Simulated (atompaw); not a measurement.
**Before and after: PAW (atompaw) potential for La (Z = 57)**

- Element: lanthanum (La)
- Generator: atompaw 4.2.0.5
- Type: PAW
- Functional: PBE
- Relativity: scalar-relativistic
- Frozen core: [Kr] 4d10
- Valence charge: 11
- Reference configuration: 4f0 5s2 5p6 5d1 6s0 6p0 (charge +2)
- Partial waves: 5s (bound): rc 2.30 bohr; 6s (bound, empty): rc 3.00 bohr; 5p (bound): rc 2.70 bohr; 6p (bound, empty): rc 3.00 bohr; 5d (bound): rc 3.00 bohr; 5d channel at 0.6 Ry: rc 3.00 bohr; 4f (bound, empty): rc 1.30 bohr; 4f channel at -0.75 Ry: rc 1.30 bohr
- Local potential: troulliermartins scheme with l = 4 at 0.5 Ry, radius 2.35 bohr
- Core correction: smooth core density matched at 1.65 bohr
- Augmentation charge: sinc compensation charge, radius 2.85 bohr; PAW radius 3.00 bohr; waves and projectors: custom polynom gramschmidtortho

Change: core [Kr] 4d10 5s2, valence charge 9; reference 4f0 5p6 5d1 6s2 6p0; waves now 6s (bound): rc 3.00 bohr; 6s channel at 1.5 Ry: rc 3.00 bohr; 5p (bound): rc 3.00 bohr; 6p (bound): rc 3.00 bohr; 5d (bound): rc 3.00 bohr; 5d channel at 0.15 Ry: rc 3.00 bohr; 4f (bound): rc 1.70 bohr; 4f channel at 4.85 Ry: rc 1.70 bohr; local potential troulliermartins scheme with l = 4 at 0.5 Ry, radius 2.65 bohr; core correction smooth core density matched at 2.05 bohr; augmentation sinc compensation charge, radius 2.45 bohr; PAW radius 3.00 bohr; waves and projectors: custom polynom gramschmidtortho.

Cutoffs: the cutoffs (Ry, on a coarse ladder) from which the occupation-weighted sum of valence levels, in a spherical-Bessel basis at the reference potential, stays within 10 and 1 mRy of its value at 400 Ry; they do not see the model core or the augmentation charge, which bear on the density cutoff.

Problem. What does the change do?

Solution. The potential gets softer (10 Ry and 18 Ry → 10 Ry and 15 Ry); a bound ghost appears in s, which as a rule spoils a file; the range in which the s phases agree widens (upper end 0.6 → 4.4); the range in which the p phases agree widens (upper end 0.2 → at the end of the scan). The shells moved into the core no longer need plane waves of their own. Several settings change at once here, so the effects cannot be laid on one of them.

| quantity | base | changed |
| --- | --- | --- |
| cutoff, loose | 10 Ry | 10 Ry |
| cutoff, tight | 18 Ry | 15 Ry |
| loose cutoff by channel (10 mRy a level) | s 8 Ry, p 8 Ry, d 8 Ry | s 6 Ry, p 8 Ry, d 8 Ry |
| bound ghosts | none | s |
| s: phases at 3.00 bohr within 0.05 rad from the reference energy up to (Ry; the scan ends near 5) | 0.6 | 4.4 |
| p: phases at 3.00 bohr within 0.05 rad from the reference energy up to (Ry; the scan ends near 5) | 0.2 | to the end of the scan |
| d: phases at 3.00 bohr within 0.05 rad from the reference energy up to (Ry; the scan ends near 5) | to the end of the scan | to the end of the scan |
| f: phases at 3.00 bohr within 0.05 rad from the reference energy up to (Ry; the scan ends near 5) | 4.3 | 0.9 |
| lowest overlap eigenvalue by channel | s 0.60, p 0.78, d 0.91, f 0.99 | s 0.41, p 0.85, d 0.93, f 0.98 |

Base: The cutoffs count occupied waves only; the empty 4f level needs 70 Ry at the loose tolerance. Changed file: The cutoffs count occupied waves only; the empty 4f level needs 40 Ry at the loose tolerance. A true bound ghost makes a file unfit for plane-wave use even where its test errors are small: the radial tests pick states by their node count and pass the ghost by. The cutoffs see the waves, projectors and local potential, not the compensation charge or the core.
